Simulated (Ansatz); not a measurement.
Steps of a relaxation of CH3F2Sc, SMILES `[CH3][Sc]([F])[F]` with RKS PBE0-D4/def2-TZVP.

```sh
$ ansatz run in.yaml --threads 4 --pin off --events-out ev --progress --plain --max-ram 10444MiB
```

```yaml
crystal:
  periodic: [false, false, false]
  atoms:
    - {symbol: C, position_ang: [-0.433330, 0.954830, -0.239240]}
    - {symbol: Sc, position_ang: [0.475530, -1.061310, 0.265150]}
    - {symbol: F, position_ang: [1.939050, -1.322550, 1.265280]}
    - {symbol: F, position_ang: [-0.150370, -2.655670, -0.262610]}
    - {symbol: H, position_ang: [-1.500510, 0.924220, -0.509780]}
    - {symbol: H, position_ang: [-0.374010, 1.695830, 0.574530]}
    - {symbol: H, position_ang: [0.043650, 1.464640, -1.093330]}
basis:
  gaussian: {orbitals: def2-TZVP}
hamiltonian: {xc: pbe0, dispersion: d4}
relax: {f_tol: 0.005, max_steps: 150}
```

Positions (Å) and forces (eV/Å) along the path, 5 of 5 steps:

```xyz
7
step=1 energy=-27215.1457 eV
C    -0.433    0.955   -0.239    0.003   -0.027    0.025
Sc    0.476   -1.061    0.265   -0.576    1.270   -0.327
F     1.939   -1.323    1.265    0.963    0.158    0.677
F    -0.150   -2.656   -0.263   -0.640   -0.856   -0.495
H    -1.501    0.924   -0.510    0.082   -0.181    0.038
H    -0.374    1.696    0.575    0.087   -0.182    0.033
H     0.044    1.465   -1.093    0.080   -0.182    0.049
7
step=2 energy=-27215.2810 eV
C    -0.417    0.912   -0.225   -0.149    0.284   -0.055
Sc    0.456   -1.019    0.258   -0.026    0.028   -0.016
F     1.954   -1.180    1.279    0.426    0.148    0.302
F    -0.256   -2.586   -0.335   -0.331   -0.327   -0.251
H    -1.481    0.852   -0.496    0.085   -0.021    0.014
H    -0.342    1.634    0.601    0.017   -0.065   -0.056
H     0.087    1.387   -1.082   -0.021   -0.047    0.061
7
step=3 energy=-27215.3158 eV
C    -0.411    0.892   -0.217   -0.009    0.010   -0.004
Sc    0.463   -1.045    0.268    0.088   -0.168    0.049
F     1.995   -1.069    1.310   -0.216    0.012   -0.147
F    -0.351   -2.567   -0.405    0.104    0.211    0.086
H    -1.471    0.827   -0.492    0.023   -0.017    0.008
H    -0.328    1.611    0.608    0.008   -0.027   -0.004
H     0.103    1.352   -1.073    0.003   -0.021    0.012
7
step=4 energy=-27215.3187 eV
C    -0.410    0.889   -0.216   -0.011    0.019   -0.004
Sc    0.462   -1.043    0.268    0.003   -0.015    0.003
F     1.986   -1.062    1.304    0.003   -0.001    0.001
F    -0.351   -2.553   -0.404    0.002   -0.003    0.000
H    -1.470    0.820   -0.491    0.013    0.004    0.002
H    -0.324    1.604    0.611   -0.002   -0.003   -0.011
H     0.107    1.346   -1.072   -0.007   -0.001    0.008
7
step=5 energy=-27215.3187 eV
C    -0.411    0.890   -0.216   -0.002    0.003   -0.001
Sc    0.461   -1.044    0.269    0.002    0.001    0.003
F     1.986   -1.065    1.303    0.000    0.000   -0.001
F    -0.348   -2.556   -0.404   -0.001   -0.001   -0.001
H    -1.470    0.822   -0.491    0.002    0.000    0.000
H    -0.325    1.606    0.610    0.000   -0.002   -0.001
H     0.107    1.346   -1.072    0.000   -0.001    0.001
```

It took 13 s on 4 threads of an Arm Neoverse V2 on a shared host, with 0.36 GiB of host memory at the peak.
